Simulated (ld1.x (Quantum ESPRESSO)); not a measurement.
**Si (Z = 14), TM: configuration errors across variants**

ld1.x (Quantum ESPRESSO) 7.5 input, shortened:

```
&input
   title='Si', zed=14., rel=1, dft='PBE', iswitch=3,
   config='[Ne] 3s2 3p2'
 /
 &inputp
   pseudotype=2, tm=.true., lloc=0,
   nlcc=.true., new_core_ps=.true.
 /
2
3P  2  1   2.00   0.00  2.30  2.30  0.0
3S  1  0   2.00   0.00  1.30  1.30  0.0
 &test
   configts(1)='3s2 3p2'
 /
```

All-electron excitation energies from the reference (eV): (1) 3s2 3p1 7.740; (2) 3s2 3p0 23.733; (3) 3s1 3p0 57.704; (4) 3s1 3p3 6.814; (5) 3s1 3p2 15.171; (6) 3s0 3p4 13.778; (7) 3s2 3p2.3 -0.930.

Errors AE − PS in meV (a dash: test not solved or not reliable):

| change | (1) | (2) | (3) | (4) | (5) | (6) | (7) | bound ghosts |
| --- | --- | --- | --- | --- | --- | --- | --- | --- |
| base | +3.1 | +19 | +62 | -2.0 | +6.6 | -8.6 | +0.2 | none |
| all radii but the core radius scaled by about 0.77 (s 1.00, p 1.76 bohr) | +8.2 | +45 | +274 | -3.0 | +34 | -40 | +0.4 | none |
| all radii but the core radius scaled by about 0.84 (s 1.10, p 1.94 bohr) | +5.4 | +33 | +145 | -6.4 | +13 | -37 | +0.2 | none |
| all radii but the core radius scaled by about 1.04 (s 1.36, p 2.40 bohr) | +2.7 | +16 | +51 | -0.9 | +6.9 | -3.5 | +0.2 | none |
| all radii but the core radius scaled by about 1.24 (s 1.62, p 2.86 bohr) | +1.6 | +3.9 | +22 | +2.1 | +9.8 | +9.5 | +0.2 | none |
| all radii but the core radius scaled by about 1.37 (s 1.78, p 3.16 bohr) | +1.4 | +1.6 | +16 | +2.3 | +11 | +11 | +0.2 | none |

Question: Give the same row for: all radii but the core radius scaled by about 1.17 (s 1.52, p 2.68 bohr).

Answer: +2.0, +8.4, +33, +1.0, +8.4, +4.8, +0.1; bound ghosts: none.
